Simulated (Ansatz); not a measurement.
Consider the cleavage of the Si–Si bond: `N[SiH2][SiH](N)Cl` + `N[SiH2]N` → `N[SiH2]N[SiH](N)Cl` + `N[SiH3]`.

Program: Ansatz. Geometries: PBE0-D4/def2-TZVP. ΔE: electronic, gas phase. CCSD(T)/CBS is the MP2 limit (def2-TZVPP, def2-QZVPP) plus CCSD(T) − MP2 in def2-TZVPP, frozen cores. This one scheme is used for every species. Functionals use def2-TZVPP. B3LYP here is the variant with VWN-RPA as its local correlation; programs differ in this. One conformer a species, not always the lowest.

```
             level  ΔE (kJ/mol)
          B3LYP-D4        -85.9
            r2SCAN        -83.1
SCS-MP2/def2-TZVPP        -97.2
    CCSD/CBS(def2)        -88.9
```

(1) What does CCSD(T)/CBS give? (Estimate.)

Largest T1 diagnostic among the species: 0.011.

Results:

(1) The calculation gave: -88.3 kJ/mol. The listed levels differ from it by 2.4, 5.2, -8.9, -0.6 kJ/mol.

The D4 term adds −4.9 kJ/mol with B3LYP and −2.7 kJ/mol with PBE0; it sums over pairs of atoms, weighted by their polarisabilities, and B3LYP, whose exchange is more repulsive, gets the larger term. From PBE to PBE0 (25 % exact exchange), in def2-TZVPP and without D4, ΔE moves by −7.9 kJ/mol.

CCSD(T)/CBS has its own doubt, a few kJ/mol and more with outer-core shells, so smaller differences from it don't rank the levels.
